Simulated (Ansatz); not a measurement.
Mulliken charges of FGeH5OSSi (`[OH][GeH]([F])[S][SiH3]`) from PBE/def2-TZVPP in Ansatz (PBE0-D4/def2-TZVP geometry).

```tsv
atom	x (Å)	y (Å)	z (Å)	charge (e)
O1	0.189	1.585	0.605	-0.380
Ge2	0.947	0.112	1.211	0.680
F3	-0.137	-0.443	2.451	-0.336
S4	1.055	-1.320	-0.436	-0.315
Si5	-0.670	-0.646	-1.536	0.250
H6	-0.454	1.937	1.227	0.194
H7	2.301	0.337	1.886	0.003
H8	-1.833	-0.467	-0.636	-0.030
H9	-0.931	-1.751	-2.491	-0.038
H10	-0.385	0.603	-2.278	-0.029
```

Question: By hand: the dipole of these point charges (1 e Å = 4.8032 D).

Answer: Σ q r = (0.139, 0.317, -0.053) e Å, of length 0.350 e Å = 1.68 D.

Question: How does the dipole of the full density compare? (Estimate.)

Answer: The calculation gave: (0.003, 0.218, -0.023) e Å, 1.05 D; the point charges give 1.60 times that, at 23° from its direction.

Point charges leave out the atoms' own dipoles, such as those of lone pairs, and Mulliken's split depends on the basis, so the two needn't agree.
